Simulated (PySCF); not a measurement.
C3H6AlFO, SMILES C=C[CH2][Al]([OH])[F].

The structure is a stationary point at B3LYP-D3(BJ)/def2-SVP. The values are those of a single conformer.

The numbers are results of TDDFT-ωB97X/def2-SVPD in PySCF 2.14.0, not measurements.

Vertical excitations. Isolated molecule, no solvent.

Computed lowest excited states:
| state | energy (eV) | λ (nm) | f | main pairs |
|---|---|---|---|---|
| S1 | 6.13 | 202 | 0.119 | HOMO→LUMO 74 %, HOMO→LUMO+2 17 % |
| S2 | 6.40 | 194 | 0.253 | HOMO→LUMO+1 90 % |
| S3 | 7.19 | 173 | 0.053 | HOMO→LUMO+2 74 %, HOMO→LUMO 13 % |
| S4 | 7.85 | 158 | 0.027 | HOMO→LUMO+4 42 %, HOMO→LUMO+3 18 %, HOMO−1→LUMO 16 % |
| S5 | 7.86 | 158 | 0.047 | HOMO−1→LUMO 54 %, HOMO→LUMO+4 15 % |
| S6 | 8.03 | 154 | 0.007 | HOMO→LUMO+3 27 %, HOMO→LUMO+5 26 %, HOMO→LUMO+7 14 %, HOMO→LUMO+4 8 % |
| S7 | 8.11 | 153 | 0.003 | HOMO−2→LUMO+1 32 %, HOMO−2→LUMO 13 %, HOMO−2→LUMO+2 11 %, HOMO→LUMO+4 6 % |
| S8 | 8.24 | 150 | 0.045 | HOMO−3→LUMO 67 % |
| S9 | 8.46 | 147 | 0.055 | HOMO→LUMO+6 66 % |
| S10 | 8.80 | 141 | 0.054 | HOMO→LUMO+5 23 %, HOMO→LUMO+3 22 %, HOMO→LUMO+12 15 %, HOMO→LUMO+7 8 % |
| T1 | 4.09 | 303 | 0 | HOMO→LUMO+1 54 %, HOMO→LUMO+2 20 %, HOMO→LUMO 12 % |
| T2 | 6.04 | 205 | 0 | HOMO→LUMO 58 %, HOMO→LUMO+1 17 % |
| T3 | 6.55 | 189 | 0 | HOMO→LUMO+2 51 %, HOMO→LUMO+1 17 %, HOMO→LUMO 9 % |
| T4 | 7.57 | 164 | 0 | HOMO−2→LUMO+1 30 %, HOMO−1→LUMO 27 %, HOMO−2→LUMO+2 12 %, HOMO→LUMO+2 5 % |
Triplets are in the Tamm–Dancoff approximation, which puts them higher than full response would, so one can lie above its singlet here.
